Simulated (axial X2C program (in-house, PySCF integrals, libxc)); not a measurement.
**BiBr: bond constants with and without spin–orbit coupling**

Calculated with an in-house relativistic program for diatomic molecules. Spin-free means the one-electron spin-free X2C Hamiltonian; two-component (2c) means X2C with spin–orbit coupling and atomic mean-field two-electron Coulomb and Gaunt terms, so the difference of the two also holds small scalar two-electron terms. Basis: Bi dyall-cv3z [12s14p10d6f1g], Br dyall-cv3z [8s9p6d4f1g] (cores contracted in-house); Gaussian nuclei, density fitting, unrestricted open shells. Masses: Bi 208.980 u, Br 78.918 u.

State, spin-free: M_S = 1, Λ = 0 (beyond evenly filled blocks: π+α, π-α); electrons by block: σα: 22, σβ: 22, π+α: 13, π+β: 12, π-α: 13, π-β: 12, δ+α: 5, δ+β: 5, δ-α: 5, δ-β: 5, φ+α: 1, φ+β: 1, φ-α: 1, φ-β: 1. Fragments: Bi + Br.

State, 2c: Ω = 0 (closed shell); electrons by block: 1/2: 35, -1/2: 35, 3/2: 17, -3/2: 17, 5/2: 6, -5/2: 6, 7/2: 1, -7/2: 1. Fragments: Bi + Br.

```
Hamiltonian    level  Re (Å)  ωe (cm⁻¹)  ωexe (cm⁻¹)  Be (cm⁻¹)  αe (cm⁻¹)  De (eV)  D0 (eV)  k (mdyn/Å)  μ (D)
  spin-free     PBE0   2.575      228.2        0.474    0.04438   0.000124     2.73     2.72        1.76  -2.66
  spin-free       HF   2.606      221.6          n/a    0.04333    0.00012     1.31     1.30        1.66  -3.46
  spin-free     CCSD   2.599      224.6        0.451    0.04355    0.00012     2.29     2.27         1.7    n/a
  spin-free  CCSD(T)   2.602      223.4        0.443    0.04346    0.00012     2.39     2.38        1.68    n/a
  spin-free   PBEsol   2.570      227.7        0.487    0.04455   0.000126     3.15     3.14        1.75  -2.28
         2c     PBE0   2.630      204.1        0.474    0.04256   0.000133     2.67     2.66        1.41  -3.55
         2c   PBEsol   2.624      203.5        0.491    0.04273   0.000137     3.09     3.08         1.4  -3.09
```

Correlated methods: 12 electrons correlated (number of frozen shells: Bi 5 s, 4 p, 3 d, 1 f; Br 3 s, 2 p, 1 d), 262 virtual spin orbitals or spinors in MP2, 89 natural virtuals in coupled cluster.

Dipoles are positive if Br is the positive end.

The state is a single determinant with fixed occupations, the lowest that a limited PBE0 search found. The closed shell is kept restricted, so the energy runs too high when the bond is stretched far. Dissociation energies refer to the lowest single-determinant-based atoms at the same level and basis. CCSD and (T) use frozen natural virtuals with an MP2 correction for the truncation; (T) itself is uncorrected, so its De runs slightly low. Other states lie close and PBE0, whose exact exchange favours high spin, may order them wrongly; the determinant shown need not be the ground state. The nearest other spin-free determinant of the search, M_S = 0, Λ = 2, lies 0.76 eV up at the distance of the search. The functionals have no current-density term, which raises determinants with orbital currents, atoms included. The 2c closed shell (π1/2)² is the Ω = 0⁺ component of the spin-free π² triplet, mixed with the ¹Σ⁺ state; no single spin-free determinant represents it. The determinant is spin-polarised beyond a pure state at some levels (its spin-free form has ⟨S²⟩ too high), which makes Re and μ there less reliable. With the outer-core shells frozen, correlated bond lengths of heavy atoms tend to come out a few hundredths of an ångström too long.

No reliable constants came from CCSD (2c), CCSD(T) (2c), HF (2c), MP2 (2c), MP2 (spin-free): no minimum in range, unconverged points, a curve that is not smooth, a change of character along it, or the two Hamiltonians disagreeing along it.

Rough cost a point (2c) on 1 thread(s) of a shared host, integrals apart: PBE0 1.3 s, PBEsol 0.5 s.

The whole task took 3.6 min on 1 thread of Arm Neoverse V1, on a shared host.
